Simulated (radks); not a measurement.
Spherical quantum dot in the effective-mass picture: electrons in a hard-walled sphere of radius 1.49, with a point charge +1 (a donor) at the centre, all in effective atomic units (hartree* = m*/eps^2 hartree, bohr* = eps/m* bohr), one dielectric constant everywhere. Calculated with a radial shooting solver with Libxc functionals: non-relativistic Kohn-Sham, exchange-only LDA, spin-polarised, spherical densities. Levels are named by radial order and angular momentum (1s, 1p, 1d, 2s, ...), and open shells are averaged over m.

N = 9, configuration 1s2 1p6 1d(up 1, down 0). This is the lowest configuration that the search found. Occupied and some empty levels:

level    occupation  eigenvalue (hartree*)  <r> (bohr*)
1s up             1                 9.1935       0.7696
1s down           1                 9.2517       0.7669
1p up             3                 11.360       0.9134
1p down           3                 11.434       0.9125
1d up             1                 14.086       0.9880
1d down           0                 14.165       0.9877
2s up             0                 15.281       0.7141
2s down           0                 15.324       0.7156
1f up             0                 17.432        1.039
1f down           0                 17.514        1.039
2p up             0                 20.258       0.7887
2p down           0                 20.307       0.7888

Energy (hartree*): total 62.2719, kinetic 39.595, external -11.452, Hartree 40.897, exchange-correlation -6.7689.
